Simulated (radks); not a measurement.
Values are calculated unless marked as measured or tabulated.
Q: Species: Sm IV. Configuration: [Xe] 4f5. Code: a radial shooting solver on a logarithmic mesh with Libxc functionals. Model: scalar-relativistic Kohn-Sham, PBE, spin-polarised, spherical densities, finite nucleus; open shells are filled with parallel spins first (spin-orbit coupling, left out, can overturn this in heavy ions); Fermi nuclear charge, rms radius 5.0819 fm. Some entries of the table are withheld. Estimate them.

| orbital | occ. | eigenvalue (eV) | r(max) (bohr) |
|---|---|---|---|
| 1s down | 1 | -46702.81 | 0.01449 |
| 1s up | 1 | -46702.81 | 0.01449 |
| 2s up | 1 | -7657.783 | 0.08215 |
| 2s down | 1 | -7657.759 | 0.08215 |
| 2p up | 3 | -6834.762 | 0.06635 |
| 2p down | 3 | -6834.746 | 0.06635 |
| 3s up | 1 | -1703.328 | 0.2337 |
| 3s down | 1 | -1701.622 | 0.2336 |
| 3p up | 3 | -1445.987 | 0.2291 |
| 3p down | 3 | -1444.291 | 0.2290 |
| 3d up | 5 | -1097.262 | 0.1878 |
| 3d down | 5 | -1095.957 | 0.1877 |
| 4s up | 1 | -365.1751 | 0.5393 |
| 4s down | 1 | -360.9284 | 0.5391 |
| 4p up | 3 | -280.4722 | 0.5627 |
| 4p down | 3 | -276.2335 | 0.5624 |
| 4d up | 5 | -161.5515 | 0.5867 |
| 4d down | 5 | -157.3349 | 0.5863 |
| 5s up | 1 | -71.9989 | 1.242 |
| 5s down | 1 | -69.7093 | 1.254 |
| 5p up | 3 | -50.6979 | 1.396 |
| 5p down | 3 | -48.9870 | 1.414 |
| 4f up | 5 | -33.8513 | 0.6047 |
| 4f down | 0 | -30.0892 | 0.6066 |
| 5d up | 0 | -24.7877 | 1.837 |
| 5d down | 0 | -23.9774 | 1.877 |
| 6s up | 0 | (1) | 2.953 |
| 6s down | 0 | (2) | 2.993 |

A: 
(1) 6s up eigenvalue (eV): -22.1097
(2) 6s down eigenvalue (eV): -21.6903
